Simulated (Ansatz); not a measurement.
Geometry optimisation, Ansatz 0.2.0, RKS r2SCANh-D4/def2-SVP.

The input (input.yaml):

```yaml
crystal:
  periodic: [false, false, false]
  atoms:
    - { symbol: Si, position_ang: [0.0, 0.0, 0.0] }
    - { symbol: H, position_ang: [0.0, 0.0, 1.81] }
    - { symbol: H, position_ang: [1.3768, 0.0, -0.4862] }
    - { symbol: O, position_ang: [-0.7913, 1.3709, -0.5594] }
    - { symbol: H, position_ang: [-1.7491, 1.1401, -0.7818] }
    - { symbol: O, position_ang: [-0.7913, -1.3709, -0.5594] }
    - { symbol: H, position_ang: [-1.2459, -1.8365, 0.2129] }
    - { symbol: O, position_ang: [1.0334, -1.5693, 0.6243] }
    - { symbol: H, position_ang: [0.4671, -2.4013, 0.5398] }
    - { symbol: H, position_ang: [0.5283, -0.8022, 1.7351] }
basis:
  gaussian: { orbitals: def2-SVP }
hamiltonian:
  xc: r2scanh
  dispersion: d4
relax:
  f_tol: 0.15
  max_steps: 25
  restrain:
    - { distance: [0, 7], at: 1.68, k: 30.0 }
    - { distance: [9, 1], at: 0.66, k: 30.0 }
    - { distance: [0, 1], at: 2.66, k: 30.0 }
    - { distance: [9, 7], at: 2.21, k: 30.0 }
```

Run as:

```bash
$ ansatz run input.yaml --threads 2 --pin off --max-ram 3072MiB --backend cpu --events-out ev --progress --plain --runs-dir out
```

Where does it end, and by what steps?

It converged. The restraints hold the end off the free minimum; the threshold counts their pulls, which the force column leaves out. Restrained pairs: Si1–O8 (1.98 → 1.67 Å), H2–H10 (0.96 → 0.72 Å), Si1–H2 (1.81 → 2.67 Å), O8–H10 (1.44 → 2.22 Å). After 24 steps the energy has fallen by 4.489 eV (the restraints' own energy left out); H7 moved furthest, 2.13 Å.

```tsv
step	energy less start (eV)	largest force component (eV/Å)	accepted
0	0.0000	4.317	yes
1	-0.2184	4.048	yes
2	-0.9259	3.728	yes
3	-2.3162	2.266	yes
4	-2.8800	1.534	yes
5	-3.2488	1.098	yes
6	-3.6389	0.885	yes
7	-3.9794	0.858	yes
8	-4.1703	0.827	yes
9	-4.2255	0.947	yes
10	-4.2594	1.199	yes
11	-4.2782	1.228	yes
12	-4.3178	1.287	yes
13	-4.3450	1.028	no
14	-4.3292	1.065	yes
15	-4.3346	1.160	yes
16	-4.3409	1.286	yes
17	-4.3543	1.245	yes
18	-4.3682	1.206	yes
19	-4.3950	1.360	yes
20	-4.4441	1.071	yes
21	-4.4671	1.324	yes
22	-4.4990	1.388	no
23	-4.4795	1.556	yes
24	-4.4894	1.686	yes
```

```xyz
10
Properties=species:S:1:pos:R:3
Si -0.070 -0.565 -0.192
H 1.043 0.744 1.851
H 1.202 -0.043 -0.714
O -1.041 0.607 0.445
H -1.880 0.704 -0.016
O -1.010 -1.215 -1.399
H -0.682 -2.007 -1.833
O 0.372 -1.719 0.928
H -0.325 -2.034 1.512
H 1.220 0.057 1.952
```

Run time: 66 s on 2 threads of Arm Neoverse V2 (shared host), peak memory 0.19 GiB.
